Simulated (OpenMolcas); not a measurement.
An OpenMolcas run meant for Nb (ANO-R1, X2C; inactive shells 1s 2s 2p 3s 3p 3d 4s 4p; intended active space 5 electrons in 6 orbitals (4d 5s)). One step of its input:

```
&CASPT2
Multistate=6 1 2 3 4 5 6
Frozen=8 6
IPEA=0.25
Imaginary=0.1
MaxIter=60
WThr=0.0 0.3 0.05
PrWF=0.5
NoMix
Shift=0.2
Sig2=0.3
```

Lines from the output:

```
|
   --------------------------------------------------------------------------------------
++ ---------   Input file   ---------
>>> COPY JOB001 $Project.JobIph
&CASPT2
Multistate=6 1 2 3 4 5 6
Frozen=8 6
IPEA=0.25
Imaginary=0.1
MaxIter=60
WThr=0.0 0.3 0.05
PrWF=0.5
NoMix
Shift=0.2
Sig2=0.3
-- ----------------------------------
>>> COPY JOB001 a.JobIph
*** symbolic link created: INPORB -> a.RasOrb
--- Start Module: caspt2 at  ---
()()()()()()()()()()()()()()()()()()()()()()()()()()()()()()()()()()()()()()()()()()()()()()()()()()
                                              &CASPT2
                                   only a single process is used
                       available to each process: 2.3 GB of memory, 1 thread
()()()()()()()()()()()()()()()()()()()()()()()()()()()()()()()()()()()()()()()()()()()()()()()()()()
 ###    ERROR: More than one intruder-state removal technique                ###
 ###    active: SHIFt/IMAGinary/SIG1/SIG2 are mutually exclusive!            ###
--- Stop Module: caspt2 at  /rc=_RC_INPUT_ERROR_ ---
.####################.
.# User input error #.
.####################.
```

Question: What is wrong with the input?

Answer: More than one intruder-state remedy is switched on.
